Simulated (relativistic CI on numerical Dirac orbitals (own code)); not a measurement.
# Calculated levels, Zn¹⁰⁺

These numbers are calculated, not measured: Dirac-Coulomb-Breit CI, separate exchange-only KLI orbitals for each configuration, model QED, valence Slater integrals scaled by 0.9, P86 correlation estimate, and configurations built on the next ion tied to the tabulated ionisation energy (semi-empirical) (own radial code, finite nucleus).

Configuration list (outside the closed core [Ne]): 3s2.3p6.3d2, 3s2.3p6.3d.4s, 3s2.3p6.3d.4p, 3s2.3p6.3d.4d, 3s2.3p6.3d.5s, 3s2.3p6.3d.4f, 3s2.3p5.3d3, 3s2.3p4.3d4, 3s.3p6.3d3, 3p6.3d4, 3s2.3p6.4s2, 3s.3p5.3d4, 3s2.3p6.4s.4p, 3s2.3p6.4p2, 3s2.3p5.3d2.4s, 3s2.3p6.4s.4d, 3s2.3p6.3d.5p, 3s2.3p4.3d3.4s, 3s2.3p5.3d2.4p, 3s2.3p6.4p.4d, 3s2.3p6.3d.5d, 3s2.3p4.3d3.4p, 3s2.3p6.3d.5f, 3s2.3p6.3d.5g. Levels of other configurations are missing.

The lowest level is 3s2.3p6.3d2 3F_2, with 97 % of that term; Hund's rules for 3s2.3p6.3d2 give 3F with J = 2, in agreement.

| No. | Configuration | Term | J | E (cm⁻¹) | % | Landé g | Lifetime (s) |
| --- | --- | --- | --- | --- | --- | --- | --- |
| 1 | 3s2.3p6.3d2 | 3F | 2 | 0 | 97 | 0.669 |  |
| 2 | 3s2.3p6.3d2 | 3F | 3 | 3130 | 98 | 1.083 | 1.29e+00 |
| 3 | 3s2.3p6.3d2 | 3F | 4 | 6703 | 98 | 1.249 | 1.09e+00 |
| 4 | 3s2.3p6.3d2 | 1D | 2 | 24945 | 81 | 1.080 | 1.26e-01 |
| 5 | 3s2.3p6.3d2 | 3P | 0 | 28026 | 98 |  | 6.40e+00 |
| 6 | 3s2.3p6.3d2 | 3P | 1 | 29308 | 98 | 1.500 | 1.85e+00 |
| 7 | 3s2.3p6.3d2 | 3P | 2 | 32222 | 82 | 1.415 | 2.39e-01 |
| 8 | 3s2.3p6.3d2 | 1G | 4 | 42419 | 98 | 1.000 | 1.26e-01 |
| 9 | 3s2.3p6.3d2 | 1S | 0 | 89892 | 97 |  | 1.09e-02 |
| 10 | 3p5.3d3(4P)‡ | 5S° | 2 | 552846 | 97 | 1.993 | 2.80e-07 |
| 11 | 3p5.3d3(4F)‡ | 5D° | 2 | 555928 | 79 | 1.401 | 1.93e-07 |
| 12 | 3p5.3d3(4F)‡ | 5D° | 1 | 556159 | 90 | 1.364 | 1.25e-07 |
| 13 | 3p5.3d3(4F)‡ | 5D° | 3 | 556402 | 72 | 1.429 | 3.19e-07 |
| 14 | 3p5.3d3(4F)‡ | 5D° | 0 | 556548 | 99 |  | 1.36e-07 |
| 15 | 3p5.3d3(4F)‡ | 5D° | 4 | 558143 | 69 | 1.451 | 7.86e-08 |
| 16 | 3p5.3d3(4F)‡ | 5F° | 5 | 567392 | 88 | 1.384 | 3.00e-06 |
| 17 | 3p5.3d3(4F)‡ | 5F° | 1 | 569440 | 84 | 0.168 | 4.82e-09 |
| 18 | 3p5.3d3(4F)‡ | 5F° | 2 | 570252 | 69 | 1.061 | 7.82e-09 |
| 19 | 3p5.3d3(4F)‡ | 5F° | 4 | 570333 | 58 | 1.364 | 2.04e-08 |
| 20 | 3p5.3d3(4F)‡ | 5F° | 3 | 570776 | 60 | 1.278 | 1.27e-08 |
| 21 | 3p5.3d3(4F)‡ | 5G° | 6 | 582638 | 99 | 1.332 | 2.59e-02 |
| 22 | 3p5.3d3(2G)‡ | 3F° | 2 | 587545 | 78 | 0.649 | 7.69e-09 |
| 23 | 3p5.3d3(4F)‡ | 5G° | 5 | 587618 | 81 | 1.270 | 6.40e-07 |
| 24 | 3p5.3d3(4F)‡ | 5G° | 4 | 590959 | 70 | 1.148 | 1.26e-08 |
| 25 | 3p5.3d3(2G)‡ | 3F° | 3 | 591940 | 62 | 1.067 | 1.02e-08 |
| 26 | 3p5.3d3(4F)‡ | 3G° | 3 | 594119 | 42 | 0.875 | 1.78e-09 |
| 27 | 3p5.3d3(2G)‡ | 3F° | 4 | 596963 | 67 | 1.215 | 5.94e-09 |
| 28 | 3p5.3d3(2D)‡ | 3D° | 2 | 598552 | 48 | 1.300 | 1.14e-09 |
| 29 | 3p5.3d3(2D)‡ | 3D° | 3 | 600507 | 91 | 1.325 | 1.40e-08 |
| 30 | 3p5.3d3(4F)‡ | 5G° | 2 | 602112 | 79 | 0.416 | 1.48e-09 |
| 31 | 3p5.3d3(2D)‡ | 3P° | 1 | 602345 | 49 | 1.014 | 1.35e-09 |
| 32 | 3p5.3d3(2H)‡ | 3G° | 4 | 607294 | 49 | 1.056 | 6.15e-10 |
| 33 | 3p5.3d3(2G)‡ | 3G° | 5 | 607700 | 83 | 1.185 | 8.90e-10 |
| 34 | 3p5.3d3(2P)‡ | 3P° | 2 | 608266 | 48 | 1.327 | 5.74e-10 |
| 35 | 3p5.3d3(2D)‡ | 3P° | 0 | 608712 | 94 |  | 1.03e-09 |
| 36 | 3p5.3d3(2H)‡ | 3G° | 3 | 609120 | 57 | 0.855 | 3.90e-10 |
| 37 | 3p5.3d3(2D)‡ | 3D° | 1 | 609404 | 46 | 0.979 | 1.02e-09 |
| 38 | 3p5.3d3(2G)‡ | 3H° | 6 | 617056 | 93 | 1.158 | 2.30e-02 |
| 39 | 3p5.3d3(2G)‡ | 1G° | 4 | 620856 | 50 | 1.055 | 7.68e-10 |
| 40 | 3p5.3d3(2P)‡ | 3D° | 3 | 624371 | 52 | 1.390 | 3.24e-10 |
| 41 | 3p5.3d3(2G)‡ | 3H° | 5 | 624811 | 80 | 1.048 | 6.90e-10 |
| 42 | 3p5.3d3(2H)‡ | 3I° | 7 | 625014 | 100 | 1.142 | 2.91e-01 |
| 43 | 3p5.3d3(4P)‡ | 3P° | 0 | 625574 | 47 |  | 1.27e-09 |
| 44 | 3p5.3d3(2D)‡ | 3F° | 4 | 625754 | 86 | 1.218 | 2.71e-09 |
| 45 | 3p5.3d3(4P)‡ | 5D° | 2 | 627879 | 52 | 1.480 | 9.62e-10 |

Energies count from the lowest computed level; ° marks odd parity; lifetimes are radiative, by E1, M1, E2, M2, E3 decay to levels of this space only. Percentages are summed over parent terms; the parents shown are those of the largest component, closed shells are left out there. ‡ marks configurations that were not tied to measured data.

The mean weight of the leading LS term, summed over parents, in these 45 levels is 76 %, and that of the leading jj configuration (from the same eigenvectors) 51 %, so LS coupling describes them better.

Configurations that consist of the next ion and one excited electron were tied to the tabulated ionisation energy; Rydberg ones are usually within 1,000 to 3,000 cm⁻¹ and the lowest ones within about 6,000 (9,000 in d shells), while levels on excited terms of the next ion carry the error of that term, and the other configurations can be misplaced by 10,000 cm⁻¹ or more. Rates follow the energies as ν³ (E1, M1) or ν⁵ (E2), so rates, branching and lifetimes can be off by large factors.

Landé's interval rule says that E(J) − E(J−1) = AJ with one A. For the ground term the intervals give A = 1043.2, 893.4 cm⁻¹ for J = 3, 4; the multiplet is regular.

LS names give the leading component of a level, which can be under half, so a name can repeat, a term be missing and a line seem to break the LS rules.
